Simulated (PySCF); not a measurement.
Structure elucidation problem

Molecular formula: C₂HF₃O₂. Simulated spectra:

1H NMR (300 MHz, computed): δ 6.16 (br s, 1H).

13C{1H} NMR (computed): δ 162.3 (C, q, J = 48.1 Hz), 119.6 (C, q, J = 355.4 Hz).

Isolated molecule, non-relativistic, single conformer, fast rotation and ring inversion assumed for equivalent nuclei. Shieldings: GIAO PBE0/pcSseg-1; structure optimised with PBE0-D3(BJ)/def2-SVP; J couplings at B3LYP/pcJ-1; PySCF 2.14.0 with density-fitted response routines.

Chemical shifts δ = σref − σ; 1H (σref 31.27), 13C (σref 184.41) vs TMS, all at this level.

Task: Propose a structure and justify it.

Result: 
- The formula gives 1 degree of unsaturation (no ring in the answer).
- 2 carbon signals for 2 carbons: no two carbons are equivalent.
- Carbon types of the structure: 2 × C, leaving 1 H on heteroatoms.
- δC 162.3: carboxylic acid carbon; it is a carbonyl in resonance with an O or N lone pair, the region of acids, esters and amides.
- δC 119.6: CF3 carbon; 3 electronegative neighbours deshield it.
- δH 6.16: hydrogen on an acid hydroxyl oxygen; labile proton, position sensitive to the medium.

These data were computed for trifluoroacetic acid (FC(C(=O)O)(F)F).

This is the structure that produced the data.

OH and NH positions are those of a molecule without intermolecular hydrogen bonds; in solution they move with solvent, concentration and temperature, and exchange usually removes their couplings. Common functionals overestimate the size of one-bond C–F couplings by tens of Hz; these are unscaled. Shifts are as computed. Against solution values, carbons near 30 ppm lie about +2 ppm off and those near 130 ppm about +5 ppm. Of 1211 compounds with measured shifts, 218 miss one by over three times the rms of a fit or turn the order of signals round; such compounds aren't used in these exercises. Hydrogen bonding in solution deshields acid and N–H amide carbonyl carbons by as much as 10 ppm beyond these values.
